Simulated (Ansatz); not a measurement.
## Cost against result

The pair of Ag⁺ (SMILES [Ag+], atom 1) and SiH$_{4}$O$_{4}$ (SMILES O[Si](O)(O)O, atoms 2–10), both closed shells, in one local arrangement (a lower one may exist), relaxed at PBE0-D4/def2-TZVP:

```xyz
10
angstrom
Ag -0.3490 1.3789 -2.5527
O -0.8017 1.2741 -0.2275
Si 0.0254 -0.1002 0.1856
O 1.1221 0.3732 1.2590
O 0.5878 -0.4288 -1.3373
O -0.8694 -1.3714 0.5888
H -0.9232 1.9692 0.4253
H 1.6530 -0.2328 1.7786
H 0.7638 -1.3387 -1.5923
H -1.2087 -1.5234 1.4725
```

Interaction energies are counterpoise-corrected; the time is that of the whole pair.

Ansatz 0.2.0; basis: as named in each row; cores frozen in the correlated methods. Filled d shells of the heavier atoms are correlated. Core potentials replace the inner electrons of the atoms past krypton. B3LYP uses VWN-RPA correlation. Extrapolation: Hartree–Fock as exp(−7.88 √X), correlation as X^−2.97.

Times are rough, for one single point on 2 threads of a shared host (AMD EPYC 7R13), with one NVIDIA H100 (or a share of it) where marked.

The estimate by CCSD(T) at an estimated basis limit (MP2 extrapolated from triple and quadruple zeta, plus CCSD(T) − MP2 in triple zeta) is -2.123 eV.

```tsv
method	basis	time (s)	interaction energy (eV)	method less estimate
SPW92	def2-SVP	1	-3.036	-0.913
PBE-D4	def2-SVP	2	-2.517	-0.394
PBE0-D4	def2-SVP	2	-2.390	-0.267
revPBE-D4	def2-TZVPPD	3 (H100)	-2.081	0.042
BLYP-D4	def2-TZVPPD	4 (H100)	-2.225	-0.102
PBE-D4	def2-TZVPPD	4 (H100)	-2.237	-0.114
HSE06-D4	def2-TZVPPD	4 (H100)	-2.134	-0.012
PBE0-D4	def2-TZVPPD	4 (H100)	-2.142	-0.019
r2SCAN-D4	def2-TZVPPD	5 (H100)	-2.317	-0.194
CCSD(T)	def2-SVP	6 (H100)	-2.108	0.015
B97M-V	def2-TZVPPD	6 (H100)	-2.227	-0.104
B3LYP-D4	def2-TZVPPD	6 (H100)	-2.175	-0.053
B2PLYP	def2-TZVPPD	6 (H100)	-2.039	0.084
MP2	def2-QZVPPD	6 (H100)	-2.106	0.016
wB97M-V	def2-TZVPPD	8 (H100)	-2.105	0.018
wB97M-V	def2-SVP	10	-2.370	-0.248
wB97X-V	def2-TZVPPD	11 (H100)	-2.101	0.022
CCSD(T)	def2-TZVPPD	22 (H100)	-1.964	0.159
```

The T1 diagnostic stays at or below 0.012.
